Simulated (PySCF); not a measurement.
**How methods differ on the ionisation energy of Ni**

Ni [Ar] 3d8 4s2 (3F) → Ni⁺ [Ar] 3d9 (2D), as a difference of total energies. Computed with PySCF 2.14 in cc-pVTZ (7s6p4d2f1g, 68 functions), with the non-relativistic Hamiltonian (point nucleus). Correlated levels: valence: [Ar] frozen. The calculations carry no spin-orbit coupling.

| method | ionisation energy (eV) | difference from reference (eV) |
| --- | --- | --- |
| UHF | 7.721 | +0.081 |
| B3LYP | 7.494 | -0.146 |
| r2SCAN | 7.660 | +0.020 |
| MP2 (valence) | 6.387 | -1.253 |
| SCS-MP2 (valence) | 6.598 | -1.042 |

Reference: 7.640 eV (measured; NIST Atomic Spectra Database, ionization energies).

These non-relativistic numbers lack the scalar-relativistic shift.

The reference lies between the lowest fine-structure levels, while these numbers refer to the centres of the terms.

Errors of the correlated levels include the incompleteness of this basis and the frozen core.

MP2 underrates the near-degeneracy of ns² with np² in the lower species.
